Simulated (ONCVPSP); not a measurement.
# Before and after: ONCV potential for samarium (Sm)

- Element: Sm (Z = 62)
- Generator: ONCVPSP 4.0.1
- Type: optimised norm-conserving Vanderbilt (ONCV)
- Functional: PBE
- Relativity: scalar-relativistic
- Frozen core: [Kr] 4d10 4f5
- Valence charge: 11
- Reference configuration: 5s2 5p6 5d1 6s2
- Partial waves: 5s+6s: rc 2.30 bohr, ncon 3, nbas 6, qcut 4 1/bohr, 2 projectors; 5p: rc 2.20 bohr, ncon 4, nbas 7, qcut 5.1 1/bohr, 2 projectors, debl 0.9 Ha; 5d: rc 2.60 bohr, ncon 4, nbas 8, qcut 3.1 1/bohr, 3 projectors, debl 3.6 Ha
- Local potential: polynomial inside 2.15 bohr (lpopt 4, dvloc0 3 Ha)
- Core correction: polynomial model core, fcfact 0.55

In the p channel the program set the typed energies aside and used -0.955, 0.250 Ha.

Change: all radii but the core radius scaled by about 1.25 (s 2.86, p 2.74, d 3.24 bohr); local potential polynomial inside 2.68 bohr (lpopt 4, dvloc0 3 Ha).

Cutoffs: the cutoffs (Ha) at which the residual kinetic energy of the hardest occupied pseudo-wave falls to 1 and 0.1 mHa per electron; they do not see the model core or the augmentation charge, which bear on the density cutoff. Errors are all-electron minus pseudo energies relative to the spin-unpolarised reference configuration.

How do hardness, ghosts and transferability respond?

The potential gets softer (18 Ha and 33 Ha → 6.9 Ha and 20 Ha); of the 3 tests that both files solve, the error grows in 1 and shrinks in 1 by more than 15 % and 0.3 meV (median size 27.8 → 21.0 meV); neither file shows a bound ghost. A larger radius leaves more room for a smooth pseudo-wave, so fewer plane waves are needed.

```csv
quantity,base,changed
"cutoff, loose",18 Ha,6.9 Ha
"cutoff, tight",33 Ha,20 Ha
loose cutoff by channel,"s 5.3 Ha, p 6.2 Ha, d 18 Ha","s 3.9 Ha, p 6.9 Ha, d 6.5 Ha"
bound ghosts,none,none
GHOST(+) flags under 300 eV,none,none
"tests counted as reliable (solved cleanly; for ONCVPSP, near-neutral configurations with less than one 5d electron left out)",3 of 4,3 of 4
"error for 5s2 5p6 5d1 6s1, meV [ΔE 6.45 eV]",-4.8,-4.6
"error for 5s2 5p6 5d1 6s0, meV [ΔE 18.22 eV]",-28,-49
"error for 5s2 5p6 5d0 6s0, meV [ΔE 37.93 eV]",-100,-21
"rms error of d²Exc/dni dnj with the model core, mHa",1.75,2.00
```

Changed file: The cutoffs count occupied waves only; projector 3 of the d channel, the hardest unoccupied one, needs 46 Ha at the loose tolerance.
